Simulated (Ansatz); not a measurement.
C$_{2}$H$_{6}$N$_{2}$Si, SMILES `C=C1N[SiH]1N`, relaxed with RKS PBE-D4/def2-SVP in Ansatz 0.2.0 from a rough embedded geometry. The force threshold is 0.03 eV/Å; the program also tests the step.

Total charge 0; spin multiplicity 1.

Start:

```xyz
11

C    -1.148   -1.680    0.560
C    -0.319   -0.703    0.120
N     0.039   -0.031   -1.009
Si    0.979    0.442    0.492
N     0.549    2.054    0.259
H    -1.189   -1.964    1.536
H    -1.833   -2.084   -0.173
H     0.611   -0.606   -1.564
H     2.285    0.208   -0.016
H    -0.467    2.144    0.537
H     0.492    2.221   -0.742
```

```csv
step,energy (eV),largest force (eV/Å),largest move (Å)
1,-13010.1150,2.976,0.000
2,-13011.1355,1.151,0.195
3,-13011.5321,1.019,0.197
4,-13011.7626,0.519,0.200
5,-13011.8318,0.815,0.184
6,-13011.8739,0.540,0.200
7,-13011.9560,0.404,0.200
8,-13011.9703,0.954,0.174
9,-13012.0286,0.598,0.200
10 (rejected),-13012.0027,0.970,0.200
11,-13012.0530,0.163,0.100
12 (rejected),-13012.0505,0.114,0.100
13,-13012.0551,0.025,0.050
```

End:

```xyz
11

C    -1.127   -1.812    0.614
C    -0.297   -0.882    0.101
N     0.166   -0.512   -1.180
Si    0.868    0.530    0.026
N     0.428    2.175    0.243
H    -1.304   -1.866    1.697
H    -1.646   -2.542   -0.030
H    -0.001   -0.966   -2.083
H     2.339    0.439    0.277
H    -0.535    2.504    0.164
H     1.110    2.932    0.171
```

It took 16 s on 4 threads of an Arm Neoverse V2 on a shared host, with 0.14 GiB of host memory at the peak.
